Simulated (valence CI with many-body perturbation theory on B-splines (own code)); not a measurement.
## Hg⁷⁺ in brief

Calculated by valence CI with perturbative core correlation (CI+MBPT): five valence electrons over a frozen Dirac-Fock core [Xe] 4f14, radial functions for each j: 7 s, 7 p, 8 d, 6 f, 4 g, 1 h, with the one-electron correlation potential Σ1 (screened to all orders), the two-electron term Σ2, the three-electron term Σ3, Breit, model QED; selected single and double excitations, second order for the rest, scaled by the run's own slope (own B-spline code, finite nucleus).

No measured levels were compared; by estimate terms of the open shell hold to 2 to 4 % of their energy, and close levels can change places; different configurations can be misplaced against each other by 1,000 to 8,000 cm⁻¹. Core correlation moves these levels by up to 16000 cm⁻¹, and in measured spectra 5 to 20 % of such shifts remained as error; rates that hang on mixing are uncertain with them. Among the levels kept, up to 910 cm⁻¹ of a level comes from second order outside the variational space, and about a tenth of that is noise between levels of different J, which matters for small intervals. Only levels of the ground parity were solved; by the run's estimate the other parity begins above the list, which can be wrong where configurations are misplaced.

Levels are named by their leading jj configuration (3d3/2^4 stands for four electrons in 3d with j = 3/2), which in mixed levels can hold well under half, so a name can repeat and another be missing.

Rates and lifetimes use the calculated energies. Strong lines usually hold to 10 to 20 %, long lifetimes can be off by a factor of two.

What is the ground level?

(5d3/2^3 5d5/2^2) J=5/2, composition 70 % 5d5 6S + 21 % 5d5 4P + 4 % 5d5 2D, g = 1.847.

How well does LS coupling describe the low levels?

Among the lowest 20 levels the leading LS term, summed over configurations, holds 53 % on average. For single configurations the figures are 52 % in LS and 72 % in jj coupling. Terms mix most in the J = 5/2 level at 18956 cm⁻¹, where the leading one holds 27 %.

What is the ionisation energy?

114.67 eV; NIST lists 113.9 ± 2.1 eV (theoretical).

Name the longest-lived excited levels whose lifetime is computed, and their main decay.

(5d3/2^3 5d5/2^2) J=9/2 at 33049 cm⁻¹ lives 479 ms, mostly by M1 to (5d3/2^3 5d5/2^2) J=7/2. The lifetime of (5d3/2^3 5d5/2^2) J=11/2 is too uncertain to give, and may be longer.
